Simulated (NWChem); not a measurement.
System: C₄H₂N₂S; SMILES N#Cc1cncs1

Here is an NWChem input.

```
start job
memory heap 200 mb stack 900 mb global 1100 mb
geometry units angstroms noautoz
  N      0.020249    -3.060939     0.000000
  C      0.100438    -1.903191     0.000000
  C      0.202659    -0.491846     0.000000
  C      1.347933     0.279557     0.000000
  N      1.147506     1.618785     0.000000
  C     -0.121716     1.897254     0.000000
  S     -1.185037     0.540822     0.000000
  H      2.358617    -0.131800     0.000000
  H     -0.526179     2.912592     0.000000
end
basis spherical
  * library def2-svp
end
basis "cd basis" spherical
  * library "Weigend Coulomb Fitting"
end
dft
  xc xpbe96 cpbe96
  iterations 150
end
task dft gradient
```

Parts of the log:

```
             Northwest Computational Chemistry Package (NWChem) 7.3.0
             --------------------------------------------------------

 CS  symmetry detected

                             Geometry "geometry" -> ""
                             -------------------------

 Output coordinates in angstroms (scale by  1.889725989 to convert to a.u.)

  No.       Tag          Charge          X              Y              Z
 ---- ---------------- ---------- -------------- -------------- --------------
    1 N                    7.0000     0.03326235    -3.06132858     0.00000000
    2 C                    6.0000     0.10702952    -1.90315367     0.00000000
    3 C                    6.0000     0.20142197    -0.49126348     0.00000000
    4 C                    6.0000     1.34240035     0.28647907     0.00000000
    5 N                    7.0000     1.13454939     1.62457496     0.00000000
    6 C                    6.0000    -0.13619741     1.89600087     0.00000000
    7 S                   16.0000    -1.19197962     0.53369281     0.00000000
    8 H                    1.0000     2.35535009    -0.11926659     0.00000000
    9 H                    1.0000    -0.54628501     2.90908021     0.00000000

 Effective nuclear repulsion energy (a.u.)     308.2492909297

      Symmetry information
      --------------------

 Group name             Cs
 Group number              2
 Group order               2
 No. of unique centers     9

 Summary of "cd basis" -> "" (spherical)
 ------------------------------------------------------------------------------
       Tag                 Description            Shells   Functions and Types
 ---------------- ------------------------------  ------  ---------------------
 *                  Weigend Coulomb Fitting           on all atoms

  pbe96 is a nonlocal functional; adding pw91lda local functional.

                                 NWChem DFT Module
                                 -----------------

 Summary of "ao basis" -> "ao basis" (spherical)
 ------------------------------------------------------------------------------
       Tag                 Description            Shells   Functions and Types
 ---------------- ------------------------------  ------  ---------------------
 N                          def2-svp                 6       14   3s2p1d
 C                          def2-svp                 6       14   3s2p1d
 S                          def2-svp                 8       18   4s3p1d
 H                          def2-svp                 3        5   2s1p

 Summary of "cd basis" -> "cd basis" (spherical)
 ------------------------------------------------------------------------------
       Tag                 Description            Shells   Functions and Types
 ---------------- ------------------------------  ------  ---------------------
 N                  Weigend Coulomb Fitting         15       49   6s4p3d1f1g
 C                  Weigend Coulomb Fitting         15       49   6s4p3d1f1g
 S                  Weigend Coulomb Fitting         17       51   8s4p3d1f1g
 H                  Weigend Coulomb Fitting          5       11   3s1p1d

      Symmetry analysis of basis
      --------------------------

        a'         81
        a"         31

            General Information
            -------------------
          SCF calculation type: DFT
          Wavefunction type:  closed shell.
          No. of atoms     :     9
          No. of electrons :    56
           Alpha electrons :    28
            Beta electrons :    28
          Charge           :     0
          Spin multiplicity:     1
          Use of symmetry is: on ; symmetry adaption is: on
          Maximum number of iterations: 150
          AO basis - number of functions:   112
                     number of shells:    50
          A Charge density fitting basis will be used.
          CD basis - number of functions:   367
                     number of shells:   117
          Convergence on energy requested:  1.00D-06
          Convergence on density requested:  1.00D-05
          Convergence on gradient requested:  5.00D-04

              XC Information
              --------------
          PerdewBurkeErnzerhof Exchange Functional  1.000
            Perdew 1991 LDA Correlation Functional  1.000 local
           PerdewBurkeErnz. Correlation Functional  1.000 non-local

             Grid Information
             ----------------
          Grid used for XC integration:  medium
          Radial quadrature: Mura-Knowles
          Angular quadrature: Lebedev.
          Tag              B.-S. Rad. Rad. Pts. Rad. Cut. Ang. Pts.
          ---              ---------- --------- --------- ---------
          N                   0.65       49          14.0       434
          C                   0.70       49          12.0       434
          S                   1.00       88          10.0       590
          H                   0.35       45          12.0       434
          Grid pruning is: on
          Number of quadrature shells:   472
          Spatial weights used:  Erf1

[...]

                         DFT ENERGY GRADIENTS

    atom               coordinates                        gradient
                 x          y          z           x          y          z
   1 N       0.062857  -5.785072   0.000000    0.001909   0.034448   0.000000
   2 C       0.202256  -3.596439   0.000000   -0.001063  -0.031292   0.000000
   3 C       0.380632  -0.928353   0.000000    0.003876   0.010963   0.000000
   4 C       2.536769   0.541367   0.000000   -0.008429  -0.002172   0.000000
   5 N       2.143987   3.070002   0.000000   -0.014000  -0.005173   0.000000
   6 C      -0.257376   3.582922   0.000000    0.006296  -0.007419   0.000000
   7 S      -2.252515   1.008533   0.000000    0.014019   0.003293   0.000000
   8 H       4.450966  -0.225381   0.000000   -0.005144   0.002316   0.000000
   9 H      -1.032329   5.497364   0.000000    0.002535  -0.004965   0.000000
```

Level: PBE/def2-SVP, Coulomb fitting. Structure relaxed at the PBE0/def2-SVP level.
